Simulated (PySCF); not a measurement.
C2H6N (SMILES [CH2]NC), doublet, at a GFN2-xTB geometry; DF-M06/def2-TZVP in PySCF.

Input for PySCF:
```python
from pyscf import gto, scf, dft

mol = gto.Mole()
mol.atom = '''
    C    -0.10972354   -0.15634997    1.26440068
    N     0.10982201    0.48479466    0.05186353
    C    -0.00538562   -0.28027714   -1.16365005
    H     0.06635704    0.43135103    2.14529827
    H    -0.90801326   -0.87495642    1.27945416
    H     0.91108639    1.10326556    0.06436137
    H     0.81807734   -0.99357777   -1.30516267
    H    -0.02617055    0.40042004   -2.01496601
    H    -0.93943611   -0.84030228   -1.13653354
'''
mol.basis = 'def2-tzvp'
mol.spin = 1
mol.verbose = 4
mol.build()

mf = dft.UKS(mol)
mf.xc = 'm06'
mf.grids.level = 0
mf = mf.density_fit(auxbasis='def2-universal-jkfit')
mf.kernel()
mf.analyze()
```

What the program printed (banner, timings and long lists left out):

```
PySCF version 2.14.0

[INPUT] verbose = 4
[INPUT] num. atoms = 9
[INPUT] num. electrons = 25
[INPUT] charge = 0
[INPUT] spin (= nelec alpha-beta = 2S) = 1
[INPUT] symmetry False subgroup None
[INPUT] Mole.unit = angstrom
[INPUT] Symbol           X                Y                Z      unit          X                Y                Z       unit  Magmom
[...]
nuclear repulsion = 78.055384933115
number of shells = 57
number of NR pGTOs = 186
number of NR cGTOs = 129
basis = def2-tzvp
ecp = {}

******** <class 'pyscf.df.df_jk.DFUKS'> ********
method = DFUKS
initial guess = minao
damping factor = 0
level_shift factor = 0
DIIS = <class 'pyscf.scf.diis.CDIIS'>
diis_start_cycle = 1
diis_space = 8
diis_damp = 0
SCF conv_tol = 1e-09
SCF conv_tol_grad = None
SCF max_cycles = 50
direct_scf = False
number electrons alpha = 13  beta = 12
XC library pyscf.dft.libxc version 7.1.2
    S. Lehtola, C. Steigemann, M. J. T. Oliveira, and M. A. L. Marques,  SoftwareX 7, 1–5 (2018)
XC functionals = m06
    Y. Zhao and D. G. Truhlar,  Theor. Chem. Acc. 120, 215 (2008)
    Y. Zhao and D. G. Truhlar,  Theor. Chem. Acc. 120, 215 (2008)
radial grids:
    Treutler-Ahlrichs [JCP 102, 346 (1995); DOI:10.1063/1.469408] (M4) radial grids

becke partition: Becke, JCP 88, 2547 (1988); DOI:10.1063/1.454033
pruning grids: <function nwchem_prune>
grids dens level: 0
symmetrized grids: False
atomic radii adjust function: <function treutler_atomic_radii_adjust>
small_rho_cutoff = 0
Set gradient conv threshold to 3.16228e-05
tot grids = 6960
******** <class 'pyscf.df.df.DF'> ********
auxbasis = def2-universal-jkfit
init E= -134.594053793349

cycle= 1 E= -134.405909700399  delta_E= 0.188  |g|= 0.215  |ddm|= 1.49
cycle= 2 E= -134.406254885072  delta_E= -0.000345  |g|= 0.231  |ddm|= 0.51
cycle= 3 E= -134.432791910222  delta_E= -0.0265  |g|= 0.0241  |ddm|= 0.292
cycle= 4 E= -134.433151417856  delta_E= -0.00036  |g|= 0.0128  |ddm|= 0.0345
cycle= 5 E= -134.433248258884  delta_E= -9.68e-05  |g|= 0.0107  |ddm|= 0.0171
cycle= 6 E= -134.433307408442  delta_E= -5.91e-05  |g|= 0.00259  |ddm|= 0.0119
cycle= 7 E= -134.433317181852  delta_E= -9.77e-06  |g|= 0.00133  |ddm|= 0.00661
cycle= 8 E= -134.433318146867  delta_E= -9.65e-07  |g|= 0.000575  |ddm|= 0.00258
cycle= 9 E= -134.433318307085  delta_E= -1.6e-07  |g|= 0.00011  |ddm|= 0.000602
cycle= 10 E= -134.433318313872  delta_E= -6.79e-09  |g|= 2.64e-05  |ddm|= 0.000203
cycle= 11 E= -134.433318314404  delta_E= -5.32e-10  |g|= 7.48e-06  |ddm|= 8.48e-05
[...]
converged SCF energy = -134.433318314415  <S^2> = 0.75433045  2S+1 = 2.0043258
Total Energy =                        -134.433318314414635
[...]
spin_pop of  2 C 4f+2      0.00000
spin_pop of  2 C 4f+3      0.00002
spin_pop of  3 H 1s       -0.01491
spin_pop of  3 H 2s        0.00010
spin_pop of  3 H 3s       -0.00005
spin_pop of  3 H 2px       0.00053
spin_pop of  3 H 2py       0.00008
spin_pop of  3 H 2pz      -0.00000
spin_pop of  4 H 1s       -0.02813
spin_pop of  4 H 2s        0.00037
spin_pop of  4 H 3s        0.00018
spin_pop of  4 H 2px       0.00030
spin_pop of  4 H 2py       0.00044
spin_pop of  4 H 2pz      -0.00000
spin_pop of  5 H 1s       -0.00383
spin_pop of  5 H 2s        0.00025
spin_pop of  5 H 3s        0.00012
spin_pop of  5 H 2px       0.00024
spin_pop of  5 H 2py       0.00037
spin_pop of  5 H 2pz       0.00000
spin_pop of  6 H 1s        0.01933
spin_pop of  6 H 2s        0.00133
spin_pop of  6 H 3s        0.00017
spin_pop of  6 H 2px       0.00011
spin_pop of  6 H 2py      -0.00001
spin_pop of  6 H 2pz      -0.00000
spin_pop of  7 H 1s       -0.00067
spin_pop of  7 H 2s        0.00010
spin_pop of  7 H 3s        0.00000
spin_pop of  7 H 2px      -0.00001
spin_pop of  7 H 2py       0.00000
spin_pop of  7 H 2pz       0.00002
spin_pop of  8 H 1s        0.00316
spin_pop of  8 H 2s        0.00007
spin_pop of  8 H 3s        0.00008
spin_pop of  8 H 2px       0.00001
spin_pop of  8 H 2py       0.00003
spin_pop of  8 H 2pz      -0.00000
 ** Mulliken Spin Density (per atom)  **
spin density of  0 C =      0.82531
spin density of  1 N =      0.19562
spin density of  2 C =     -0.00069
spin density of  3 H =     -0.01427
spin density of  4 H =     -0.02684
spin density of  5 H =     -0.00286
spin density of  6 H =      0.02093
spin density of  7 H =     -0.00055
spin density of  8 H =      0.00335
 ** Mulliken pop alpha/beta on meta-lowdin orthogonal AOs **
 ** Mulliken pop       alpha | beta **
In total            13.00000 | 12.00000
 ** Mulliken atomic charges   ( Nelec_alpha | Nelec_beta ) **
charge of  0C =     -0.28567  (     3.55549      2.73018 )
charge of  1N =     -0.27279  (     3.73420      3.53858 )
charge of  2C =     -0.21877  (     3.10904      3.10973 )
charge of  3H =      0.11534  (     0.43519      0.44946 )
charge of  4H =      0.10399  (     0.43459      0.46143 )
charge of  5H =      0.23508  (     0.38103      0.38389 )
charge of  6H =      0.09225  (     0.46434      0.44341 )
charge of  7H =      0.11315  (     0.44315      0.44370 )
charge of  8H =      0.11742  (     0.44296      0.43962 )
Dipole moment(X, Y, Z, Debye):  0.53931,  0.46799, -0.89004
```
